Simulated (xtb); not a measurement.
C$_{2}$H$_{6}$Cl$_{2}$Sn, charge -1, doublet, from a rough starting geometry (GFN-xTB shapes and energies of metal compounds can be far from the true ones) (a state made from the parent by changing its charge; the spin is typed, not shown lowest); GFN2-xTB run with xtb.

Input for xtb:
```
$ xtb mol.xyz --gfn 2 --chrg -1 --uhf 1 --opt vtight --json

# file mol.xyz
11

C      1.87949553    -0.67281957     0.32886967
Sn     0.01537771     0.63006152     0.14592605
C     -1.88867683    -0.32542536    -0.47675582
Cl     0.45745311     2.31647063    -1.38130421
Cl    -0.18761734     1.67804842     2.13339707
H      1.64307878    -1.47301571     1.03168589
H      2.69630502    -0.00880914     0.63844560
H      2.15596769    -1.04490058    -0.69622424
H     -2.50806694     0.51575828    -0.90090087
H     -2.40592938    -0.69283041     0.37945955
H     -1.72743680    -1.07629896    -1.18501101
```

The log (banner, timings and long lists left out):

```
   ID    Z sym.   atoms
    1    6 C      1, 3
    2   50 Sn     2
    3   17 Cl     4, 5
    4    1 H      6-11

           -------------------------------------------------
          |                Calculation Setup                |
           -------------------------------------------------

           -------------------------------------------------
          |                 G F N 2 - x T B                 |
           -------------------------------------------------

          ...................................................
          :                      SETUP                      :
          :.................................................:
          :  # basis functions                  44          :
          :  # atomic orbitals                  41          :
          :  # shells                           19          :
          :  # electrons                        33          :
          :  max. iterations                   250          :
          :  Hamiltonian                  GFN2-xTB          :
          :  restarted?                      false          :
          :  GBSA solvation                  false          :
          :  PC potential                    false          :
          :  electronic temp.          300.0000000     K    :
          :  accuracy                    1.0000000          :
          :  -> integral cutoff          0.2500000E+02      :
          :  -> integral neglect         0.1000000E-07      :
          :  -> SCF convergence          0.1000000E-05 Eh   :
          :  -> wf. convergence          0.1000000E-03 e    :
          :  Broyden damping             0.4000000          :
          :  net charge                         -1          :
          :  unpaired electrons                  1          :
          ...................................................

 iter      E             dE          RMSdq      gap      omega  full diag
   1    -18.6981379 -0.186981E+02  0.718E+00    2.88       0.0  T
   2    -18.6925855  0.555243E-02  0.921E+00    5.97       1.0  T
   3    -18.8874540 -0.194868E+00  0.443E+00    4.75       1.0  T
   4    -18.8373538  0.501002E-01  0.479E+00    5.36       1.0  T
   5    -18.8926340 -0.552802E-01  0.504E-01    4.76       1.0  T
   6    -18.8929165 -0.282466E-03  0.431E-01    4.82       1.0  T
   7    -18.8931650 -0.248538E-03  0.288E-01    4.85       1.0  T
   8    -18.8933224 -0.157373E-03  0.174E-01    4.83       1.0  T
   9    -18.8933417 -0.193278E-04  0.565E-02    4.83       1.0  T
  10    -18.8933525 -0.107665E-04  0.165E-02    4.82       1.8  T
  11    -18.8933542 -0.174033E-05  0.635E-03    4.82       4.7  T
  12    -18.8933543 -0.437731E-07  0.322E-03    4.82       9.4  T
  13    -18.8933543 -0.392101E-07  0.265E-03    4.82      11.4  T
  14    -18.8933544 -0.415837E-07  0.195E-03    4.82      15.5  T
  15    -18.8933544 -0.370772E-08  0.611E-04    4.82      49.3  T
  16    -18.8933544 -0.315609E-09  0.271E-04    4.82     111.2  T

   *** convergence criteria satisfied after 16 iterations ***

         :::::::::::::::::::::::::::::::::::::::::::::::::::::
         ::                     SUMMARY                     ::
         :::::::::::::::::::::::::::::::::::::::::::::::::::::
         :: total energy             -18.782269974251 Eh    ::
         :: gradient norm              0.115402556813 Eh/a0 ::
         :: HOMO-LUMO gap              4.819909993506 eV    ::
         ::.................................................::
         :: SCC energy               -18.893319475492 Eh    ::
         :: -> isotropic ES            0.101702836029 Eh    ::
         :: -> anisotropic ES          0.001352989579 Eh    ::
         :: -> anisotropic XC         -0.007678235886 Eh    ::
         :: -> dispersion             -0.009201509733 Eh    ::
         :: repulsion energy           0.111049501241 Eh    ::
         :: add. restraining           0.000000000000 Eh    ::
         :: total charge              -1.000000000000 e     ::
         :::::::::::::::::::::::::::::::::::::::::::::::::::::

      -----------------------------------------------------------
     |                   =====================                   |
     |                        A N C O P T                        |
     |                   =====================                   |
     |               Approximate Normal Coordinate               |
     |                Rational Function Optimizer                |
      -----------------------------------------------------------
      -----------------------------------------------------------
     |                   =====================                   |
     |                        A N C O P T                        |
     |                   =====================                   |
     |               Approximate Normal Coordinate               |
     |                Rational Function Optimizer                |
      -----------------------------------------------------------

          ...................................................
          :                      SETUP                      :
          :.................................................:
          :   optimization level         verytight          :
          :   max. optcycles                   220          :
          :   ANC micro-cycles                  20          :
          :   degrees of freedom                27          :
          :.................................................:
          :   RF solver                   davidson          :
          :   write xtbopt.log                true          :
          :   linear?                        false          :
          :   energy convergence         0.1000000E-06 Eh   :
          :   grad. convergence          0.2000000E-03 Eh/α :
          :   maxmium RF displ.          1.0000000          :
          :   Hlow (freq-cutoff)         0.1000000E-01      :
          :   Hmax (freq-cutoff)         5.0000000          :
[...]
 * total energy  :   -18.8296581 Eh     change       -0.5430359E-04 Eh
 * total energy  :   -18.8296829 Eh     change       -0.2484167E-04 Eh
 * total energy  :   -18.8297001 Eh     change       -0.1724235E-04 Eh
 * total energy  :   -18.8297083 Eh     change       -0.8134690E-05 Eh
 * total energy  :   -18.8297097 Eh     change       -0.1419277E-05 Eh
 * total energy  :   -18.8297103 Eh     change       -0.5568355E-06 Eh
 * total energy  :   -18.8297104 Eh     change       -0.1892756E-06 Eh
 * total energy  :   -18.8297106 Eh     change       -0.1768361E-06 Eh
 * total energy  :   -18.8297107 Eh     change       -0.1286907E-06 Eh
 * total energy  :   -18.8297109 Eh     change       -0.2006620E-06 Eh
 * total energy  :   -18.8297113 Eh     change       -0.3506820E-06 Eh
 * total energy  :   -18.8297114 Eh     change       -0.7222302E-07 Eh
   *** GEOMETRY OPTIMIZATION CONVERGED AFTER 22 ITERATIONS ***
         :: total energy             -18.829711375380 Eh    ::
[...]
         ::.................................................::
         :: SCC energy               -18.937136293971 Eh    ::
         :: -> isotropic ES            0.103456132294 Eh    ::
         :: -> anisotropic ES          0.008901559006 Eh    ::
         :: -> anisotropic XC          0.004256529578 Eh    ::
         :: -> dispersion             -0.008309854020 Eh    ::
         :: repulsion energy           0.107424918591 Eh    ::
         :: add. restraining           0.000000000000 Eh    ::
         :: total charge              -1.000000000000 e     ::
         :::::::::::::::::::::::::::::::::::::::::::::::::::::

           -------------------------------------------------
          |                Property Printout                |
           -------------------------------------------------

    * Orbital Energies and Occupations

         #    Occupation            Energy/Eh            Energy/eV
      -------------------------------------------------------------
         1        2.0000           -0.8746229             -23.7997
       ...           ...                  ...                  ...
         5        2.0000           -0.4378890             -11.9156
         6        2.0000           -0.3382744              -9.2049
         7        2.0000           -0.3373948              -9.1810
         8        2.0000           -0.3357968              -9.1375
         9        2.0000           -0.3354377              -9.1277
        10        2.0000           -0.2767766              -7.5315
        11        2.0000           -0.2671690              -7.2700
        12        2.0000           -0.2612342              -7.1085
        13        2.0000           -0.2557298              -6.9588
        14        2.0000           -0.2532895              -6.8924
        15        2.0000           -0.2529982              -6.8844
        16        2.0000           -0.2406311              -6.5479
        17        1.0000           -0.1827873              -4.9739 (HOMO)
        18                          0.0079808               0.2172 (LUMO)
        19                          0.0133391               0.3630
        20                          0.0188512               0.5130
        21                          0.1241782               3.3791
        22                          0.1415910               3.8529
        23                          0.2181337               5.9357
        24                          0.2195271               5.9736
        25                          0.2203695               5.9966
        26                          0.2203795               5.9968
        27                          0.2205715               6.0021
        28                          0.2239025               6.0927
       ...                                ...                  ...
        41                          0.6545133              17.8102
      -------------------------------------------------------------
                  HL-Gap            0.1907681 Eh            5.1911 eV
             Fermi-level           -0.1495562 Eh           -4.0696 eV

     #   Z          covCN         q      C6AA      α(0)
     1   6 C        3.555    -0.179    25.104     7.316
     2  50 Sn       3.048     0.369   371.063    37.795
     3   6 C        3.547    -0.180    25.222     7.348
     4  17 Cl       0.748    -0.513   115.989    16.474
     5  17 Cl       0.749    -0.513   115.985    16.474
     6   1 H        0.925     0.002     3.023     2.719
     7   1 H        0.925     0.005     2.972     2.696
     8   1 H        0.925     0.002     3.024     2.719
     9   1 H        0.925     0.004     2.987     2.703
    10   1 H        0.925     0.004     2.995     2.706
    11   1 H        0.925    -0.000     3.063     2.737

 Mol. C6AA /au·bohr⁶  :       3710.266779
 Mol. C8AA /au·bohr⁸  :     195647.953040
 Mol. α(0) /au        :        101.687101

Wiberg/Mayer (AO) data.
largest (>0.10) Wiberg bond orders for each atom

 ---------------------------------------------------------------------------
     #   Z sym  total        # sym  WBO       # sym  WBO       # sym  WBO
 ---------------------------------------------------------------------------
     1   6 C    3.862 --     8 H    0.981     6 H    0.981     7 H    0.979
                             2 Sn   0.648     3 C    0.141
     2  50 Sn   2.712 --     5 Cl   0.668     4 Cl   0.666     1 C    0.648
                             3 C    0.636
     3   6 C    3.854 --    10 H    0.982    11 H    0.981     9 H    0.980
                             2 Sn   0.636     1 C    0.141
     4  17 Cl   0.835 --     2 Sn   0.666
     5  17 Cl   0.836 --     2 Sn   0.668
     6   1 H    1.000 --     1 C    0.981
     7   1 H    1.000 --     1 C    0.979
     8   1 H    1.000 --     1 C    0.981
     9   1 H    1.000 --     3 C    0.980
    10   1 H    1.000 --     3 C    0.982
    11   1 H    1.000 --     3 C    0.981
 ---------------------------------------------------------------------------

Topologies differ in total number of bonds
Writing topology from bond orders to xtbtopo.mol

molecular dipole:
                 x           y           z       tot (Debye)
 q only:       -0.215      -3.188      -0.617
   full:       -0.241      -3.627      -0.706       9.412
molecular quadrupole (traceless):
                xx          xy          yy          xz          yz          zz
 q only:       12.707      -2.148      -5.010       4.223       0.286      -7.697
  q+dip:       16.158      -2.603      -5.541       5.600       0.680     -10.618
   full:       16.372      -2.634      -5.172       5.763       0.873     -11.200

optimized geometry written to: xtbopt.xyz

           -------------------------------------------------
          | TOTAL ENERGY              -18.829711375380 Eh   |
          | GRADIENT NORM               0.000146366664 Eh/α |
          | HOMO-LUMO GAP               5.191064552541 eV   |
           -------------------------------------------------
```
